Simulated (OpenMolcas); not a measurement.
# Co2+, Rh2+, Ir2+: d7 down the group

| Item | Value |
| --- | --- |
| Program | OpenMolcas |
| Method | CASSCF |
| Basis | ANO-RCC-VTZP |
| Scalar Hamiltonian | DKH2, point nucleus |
| Spin-orbit coupling | state interaction with AMFI integrals over the reference wave functions, term energies averaged over their components |

Active space for each ion: 7 electrons in 5 orbitals (d).

Computed levels in cm-1 above 4F 9/2:

```tsv
Level	Co2+	Rh2+	Ir2+
4F 7/2	853	2066	7484
4F 5/2	1482	3432	10028
4F 3/2	1915	4313	10933
2G 9/2	19015	15551	17771
4P 5/2	19076	14980	17301
4P 1/2	19765	16416	20750
2G 7/2	19825	17617	24012
2H 11/2	25283	20600	23783
2P 1/2	25996	22508	31593
weight of 4F in the lowest level (%)	100	98	88
```

Mixed levels, with the weight of the term that names them: Ir2+ 4F 3/2 (53 %), Ir2+ 2G 9/2 (65 %), Ir2+ 4P 1/2 (71 %), Ir2+ 2P 1/2 (71 %).

Measured, with the error of the calculation in %. Measured levels: Co2+ from Sugar and Corliss, J. Phys. Chem. Ref. Data 10, 1097 (1981); Rh2+ from the list in Shadmi, J. Res. Natl. Bur. Stand. 70A, 435 (1966).

| Level | Co2+ | Rh2+ |
| --- | --- | --- |
| 4F 7/2 | 841 (+1.3) | 2148 (-3.8) |
| 4F 5/2 | 1451 (+2.1) | 3486 (-1.5) |
| 4F 3/2 | 1867 (+2.6) | 4322 (-0.2) |
| 2G 9/2 | 16978 (+12.0) |  |
| 4P 5/2 | 15202 (+25.5) | 11062 (+35.4) |
| 4P 1/2 | 15811 (+25.0) |  |
| 2G 7/2 | 17766 (+11.6) |  |
| 2H 11/2 | 22720 (+11.3) |  |

The fine-structure level 4F 3/2 changes by a factor of 5.71 from Co2+ to Ir2+.

Without spin-orbit coupling 2G lies 18552, 14555, 13467 cm-1 above 4F in that order; the difference to the level 2G 9/2, of either sign, comes from spin-orbit coupling, which also lowers the zero.

Without dynamic correlation excited terms often stand tens of per cent too high (terms of higher spin than the ground term too low), and those without a measured partner can miss by more than the paired ones. Levels of configurations with an s electron are missing; early in the row they begin among the upper levels of the d shell and mix with terms of their name (holds for Rh2+). Configurations with an s electron lie low in 5d ions of this charge, fall among these levels and mix in, so low-spin terms can stand far too high, up to twice their true height, and weights are not those of the real levels (holds for Ir2+). Measured partners are found by configuration, term and J. A level has none where our copy of the source lacks it or the pairing is in doubt (some pairs that miss far off the trend of their configuration count as doubtful), and it then counts in no deviation. Only configurations of the active space appear.
